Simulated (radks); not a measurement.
Valence configurations of Ge (all share [Ar]). Calculated with a radial shooting solver on a logarithmic mesh with Libxc functionals: scalar-relativistic Kohn-Sham, SCAN, spin-unpolarised, spherical densities, finite nucleus; meta-GGA in the generalised Kohn-Sham scheme; Fermi nuclear charge, rms radius 4.0742 fm. Energies are relative to 3d10 4s2 4p2; eigenvalues in eV.

valence           E (eV)    e(3d)   e(4p)    e(4s)
3d10 4s2 4p2       0.000  -30.017  -3.952  -12.159
3d9 4s2 4p3       30.268  -39.879  -5.302  -14.576
3d10 4s1.5 4p2.5   4.116  -30.957  -4.317  -12.579
3d9 4s1 4p4       39.600  -41.529  -5.945  -15.333
3d9.5 4s2 4p2.5   14.070  -34.879  -4.632  -13.388
3d10 4s1 4p3       8.264  -31.850  -4.647  -12.982
3d8 4s2 4p4       69.350  -50.271  -6.627  -16.865
3d7.5 4s2 4p4.5   92.343  -55.654  -7.286  -17.976
3d10 4p4          16.680  -33.509  -5.264        -

NIST lists [Ar] 3d10 4s2 4p2 as the ground configuration; this level of theory agrees among the configurations tried. The energies are those of spherical spin-averaged densities, not of single terms.
